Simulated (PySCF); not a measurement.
C2H7ClSi2, SMILES Cl[Si@@H]1CC[SiH2]1.

Geometry optimised at PBE0-D3(BJ)/def2-SVP. The structure was generated by enumeration; whether it is a known compound was not checked.

Two levels are set side by side: PBE/def2-TZVP (PySCF) and r2SCAN/def2-TZVP (PySCF). Same geometry, gas phase. Differences are taken from unrounded values.

```json
[
 {"quantity": "orbital gap (eV)", "r2SCAN": "5.74", "PBE": "5.22", "PBE minus r2SCAN": "-0.53"},
 {"quantity": "highest occupied level (eV)", "r2SCAN": "-6.64", "PBE": "-6.39", "PBE minus r2SCAN": "0.25"},
 {"quantity": "lowest empty level (eV)", "r2SCAN": "-0.90", "PBE": "-1.17", "PBE minus r2SCAN": "-0.27"},
 {"quantity": "dipole moment (D)", "r2SCAN": "1.94", "PBE": "1.90", "PBE minus r2SCAN": "-0.04"},
 {"quantity": "mean polarisability (bohr³)", "r2SCAN": "89.6", "PBE": "92.0", "PBE minus r2SCAN": "2.4"}
]
```

Rough cost on one machine, each run with all the roots and properties that it gave: r2SCAN against PBE about 3 times.
